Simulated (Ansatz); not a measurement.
Reaction (silylene formation by 1,1-elimination): `CO[SiH](C)C` → CH₄ + `CO[Si]C`

Isolated molecules relaxed with PBE0-D4/def2-TZVP in Ansatz; ΔE leaves out vibrations. CCSD(T)/CBS adds triple-zeta CCSD(T) − MP2 to the extrapolated MP2 energy (def2 sets, frozen cores). This one scheme is used for every species. DFT in def2-TZVPP. Each species was taken in one conformer, which may not be the lowest.

```csv
level,ΔE (kJ/mol)
CAM-B3LYP-D4,182.2
LC-ωPBE,198.1
```

Task: What does CCSD(T)/CBS give? (An estimate is asked.)

Result: Computed: +182.7 kJ/mol. The listed levels differ from it by -0.5, 15.4 kJ/mol.

Task: What do rigid-rotor, harmonic-oscillator terms from PBE0-D4/def2-TZVP frequencies (298.15 K, 1 bar) make of the CCSD(T)/CBS value? (Estimate.)

Result: Computed: ΔZPE = -5.1 kJ/mol, ΔH = +181.7 kJ/mol, ΔS = 142 J/(mol·K), ΔG = +139.5 kJ/mol.

Largest T1 diagnostic among the species: 0.014.

The D4 term adds +11.6 kJ/mol with B3LYP and +6.7 kJ/mol with PBE0; it sums over pairs of atoms, weighted by their polarisabilities, and B3LYP, whose exchange is more repulsive, gets the larger term. At CCSD(T), def2-SVP lies −17.3 kJ/mol from the extrapolated value and def2-TZVPP −4.6 kJ/mol. From BLYP to BHLYP (50 % exact exchange), in def2-TZVPP and without D4, ΔE moves by +40.9 kJ/mol.

B3LYP here is the variant with VWN-RPA as its local correlation; programs differ in this.
